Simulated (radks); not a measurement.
Values are calculated unless marked as measured or tabulated.
Fractional charge and spin in the 4p shell of rubidium: the spin-up occupation runs from 2 to 3 and the spin-down occupation from 2 to 3; the fullest corner is Rb, [Ar] 3d10 4s2 5s(up 0.5, down 0.5) 4p(up 3, down 3). Level of theory: scalar-relativistic Kohn-Sham, r2SCAN, spin-polarised, spherical densities, finite nucleus; meta-GGA in the generalised Kohn-Sham scheme; Fermi nuclear charge, rms radius of each element as measured or else 0.836 A^(1/3) + 0.57 fm (a radial shooting solver on a logarithmic mesh with Libxc functionals). Energy (eV) minus the two flat planes that join the four corners (they meet along the diagonal where the two added fractions sum to one electron); zero is where a piecewise linear energy would lie.

\begin{tabular}{lrrrrr}
down \ up & 2 & 2.25 & 2.5 & 2.75 & 3 \\ \hline
2 & 0.000 & -1.071 & -1.420 & -1.058 & 0.000 \\
2.25 & -1.071 & -1.339 & -0.902 & 0.227 & -0.944 \\
2.5 & -1.420 & -0.902 & 0.303 & -0.798 & -1.245 \\
2.75 & -1.058 & 0.227 & -0.798 & -1.175 & -0.922 \\
3 & 0.000 & -0.944 & -1.245 & -0.922 & 0.000 \\
\end{tabular}

Corners above the fullest one (they belong to Rb+ and the next ion): (up 3, down 2) 21.549 eV, (up 2, down 3) 21.549 eV, (up 2, down 2) 55.006 eV. With half an added electron in each spin the energy lies 0.303 eV from the planes, and with half an added electron in spin up alone -1.420 eV. The planes are only a guide here: the flat-plane condition holds for ground states with one frontier orbital, while this shell lies below other occupied shells, so the corners above the fullest one are inner-hole states and not the ground states of those ions.
